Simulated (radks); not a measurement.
The tin anion Sn4-, [Xe], held by a Watson sphere: a shell of charge +4 at radius R that stands for the Madelung well of a crystal (potential energy -4/R inside, -4/r outside, in hartree with lengths in bohr). Calculated with a radial shooting solver on a logarithmic mesh with Libxc functionals: scalar-relativistic Kohn-Sham, LDA (Slater exchange, Perdew-Wang correlation), spin-polarised, spherical densities, point nucleus. Response by self-consistent Sternheimer equations with the Hartree and adiabatic LDA kernel, the relativistic mass of each level held fixed and spin-orbit coupling left out. The sphere does not respond.

| R (bohr) | e(4d) (eV) | e(5s) (eV) | e(5p) (eV) | <r> 5p (bohr) | sum of <r^2> (bohr^2) | X-ray form factor at sin(theta)/lambda = 0.3 1/angstrom | alpha (bohr^3) |
|---|---|---|---|---|---|---|---|
| 2.63 | -26.360 | -13.902 | -6.906 | 2.922 | 95.40 | 34.451 | 57.21 |
| 3.11 | -24.817 | -12.341 | -6.115 | 3.174 | 107.3 | 34.579 | 79.58 |
| 4.09 | -23.529 | -10.141 | -4.698 | 3.714 | 135.3 | 34.733 | 157.9 |
| 4.59 | -23.260 | -9.429 | -4.134 | 3.998 | 151.5 | 34.752 | 221.2 |
| 4.66 | -23.233 | -9.347 | -4.063 | 4.038 | 153.9 | 34.753 | 231.6 |
| 4.9 | -23.153 | -9.095 | -3.837 | 4.176 | 162.2 | 34.755 | 270.6 |
